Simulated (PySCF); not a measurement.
NMR data simulated for an unnamed compound:

$^{1}$H NMR (400 MHz, computed): δ 7.63 (m, 1H), 7.29 (m, 1H), 4.46 (s, 3H), 3.37 (m, 1H), 2.49 (m, 2H), 2.18 (m, 2H), 2.10 (m, 1H), 2.02 (m, 1H).

$^{13}$C{$^{1}$H} NMR (computed): δ 154.4 (C), 149.7 (CH), 139.7 (C), 129.3 (CH), 31.3 (CH2), 30.6 (CH), 16.9 (CH2).

[PySCF 2.14.0 with density-fitted response routines: shielding tensors at PBE0/pcSseg-1 (GIAO); GFN2-xTB geometry; rapidly exchanging positions averaged; in vacuum; relativity neglected; one conformer]

Shifts are taken against calculated references (same method and geometry level): $^{1}$H (σ = 31.72 ppm) and $^{13}$C (σ = 186.93 ppm) against TMS.

Problem. Which of these does the molecule contain: a heteroaromatic ring, a vinyl group CH=CH2, a Si–H bond, an ester, a (CH3)2CH unit?

Solution. 
- A heteroaromatic ring: yes.
- A vinyl group CH=CH2: no.
- A Si–H bond: yes (δH 4.46 (s)).
- An ester: no.
- A (CH3)2CH unit: no.

The data belong to `[SiH3]c1cc(C2CCC2)co1`, C8H12OSi; they needn't prove each group on their own.

Carbon signals by region: 4 in the sp2 and nitrile region (100–160 ppm), 3 below 50 ppm.

Shifts are as computed. Against solution values, carbons near 30 ppm lie about +3 ppm off and those near 130 ppm about +5 ppm. Of 1211 compounds with measured shifts, 218 miss one by over three times the rms of a fit or turn the order of signals round; such compounds aren't used in these exercises. Multiplicities follow the n + 1 count of equivalent neighbours, as no J values were calculated; m marks all less simple cases, F and P coupling included.
